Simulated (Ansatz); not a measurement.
Reaction: BPH3 (SMILES [BH]P, doublet) → BPH3 (SMILES B[PH], doublet)
Each species at its own B3LYP-D3(BJ)/def2-TZVP minimum (Ansatz, an electronic-structure program).

Wanted: isomerisation energy (electronic), in kcal/mol. Radicals and triplets start from unrestricted determinants; spin-orbit coupling is neglected. CBS(X,Y): correlation extrapolated as X^-3, Hartree-Fock from the larger set. A bracket is a step between two methods taken in the basis named. The functionals are non-relativistic, so their misses hold any scalar relativity. Double hybrids freeze cores in their MP2 part. '+ core + X2C': CCSD(T) terms for core correlation (cc-pwCVTZ, 1s frozen past Ne) and scalar relativity (cc-pVTZ-DK).

CCSD(T)/CBS(cc-pV(T+d)Z,cc-pV(Q+d)Z) + [CCSDT(Q) - CCSD(T)]/cc-pV(T+d)Z + core + X2C (Ansatz) gives -18.1 kcal/mol.

Task: What does PBE/def2-TZVPD (Ansatz) give here, and how do the other levels compare?

Result: PBE gives -16.6 kcal/mol, 1.5 kcal/mol above it. Differences of the others: r2SCAN/def2-TZVPD (Ansatz) 2.4; B3LYP/def2-TZVPD (Ansatz) -0.8; PBE0/def2-TZVPD (Ansatz) 0.9; wB97M-V/def2-TZVPD (Ansatz) -1.5; B2PLYP/def2-TZVPD (Ansatz) -0.7; CCSD(T)/CBS(cc-pV(T+d)Z,cc-pV(Q+d)Z) + core + X2C (Ansatz) 0.0 kcal/mol. Nearer than PBE: B3LYP/def2-TZVPD, PBE0/def2-TZVPD, B2PLYP/def2-TZVPD, CCSD(T)/CBS(cc-pV(T+d)Z,cc-pV(Q+d)Z) + core + X2C.
